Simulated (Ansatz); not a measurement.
F3H3OSi2, SMILES `F[SiH2]O[SiH](F)F`. Total charge 0; spin multiplicity 1.

Z-matrix (Å, degrees):
```
Si
O 1 1.626
F 1 1.590 2 108.4
H 1 1.476 2 110.2 3 117.8
H 1 1.475 2 108.4 3 -117.1
Si 2 1.605 1 155.1 3 -80.7
F 6 1.581 2 109.8 1 -1.9
F 6 1.579 2 108.8 1 -118.9
H 6 1.463 2 111.7 1 120.1
```

Give the diagnostics of a CCSD(T)/def2-TZVPP run (frozen core, the Gaussian-basis code of Ansatz). (Estimate.)

Ansatz gave: T1 = 0.0118, largest single amplitude 0.013, largest double 0.014, (T) share of the correlation energy 2.9 %, 9 CCSD cycles. The RHF solution is stable towards an unrestricted one. T1 lies under the customary mark of 0.02 for closed shells.
